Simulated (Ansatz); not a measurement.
`[CH3][InH][CH2]Cl` and `[CH3][InH][CH2]Br` differ in one atom or group.

Ansatz, PBE0-D4/def2-TZVP geometries, multiplicity 1. Each molecule was computed in one conformer, which needn't be the lowest.

Elements past krypton have def2 core potentials. Scalar relativity is left out up to krypton.

```tsv
property	`[CH3][InH][CH2]Cl`
LUMO energy (PBE/def2-TZVPP) / eV	-2.03
size of the dipole moment (PBE/def2-TZVPP) / D	1.84
size of the dipole moment (B3LYP/def2-TZVPP) / D	1.97
HOMO–LUMO gap (PBE/def2-TZVPP) / eV	3.84
LUMO energy (B3LYP/def2-TZVPP) / eV	-1.59
HOMO–LUMO gap (ωB97M-V/def2-TZVPP) / eV	9.33
```

(1) Give the same properties after the change, and the shifts. (Best estimate.)

Results:

(1) Ansatz gave: 
| property | `[CH3][InH][CH2]Br` | shift |
| --- | --- | --- |
| LUMO energy (PBE/def2-TZVPP) / eV | -2.00 | 0.03 |
| size of the dipole moment (PBE/def2-TZVPP) / D | 1.76 | -0.08 |
| size of the dipole moment (B3LYP/def2-TZVPP) / D | 1.90 | -0.07 |
| HOMO–LUMO gap (PBE/def2-TZVPP) / eV | 3.92 | 0.08 |
| LUMO energy (B3LYP/def2-TZVPP) / eV | -1.55 | 0.04 |
| HOMO–LUMO gap (ωB97M-V/def2-TZVPP) / eV | 9.38 | 0.05 |

Dipoles are sizes alone; their direction can turn.

B3LYP here is the variant with VWN-RPA as its local correlation; programs differ in this.

Spin–orbit coupling is left out; it splits and shifts lone-pair levels of the heavy atoms by tenths of an eV.
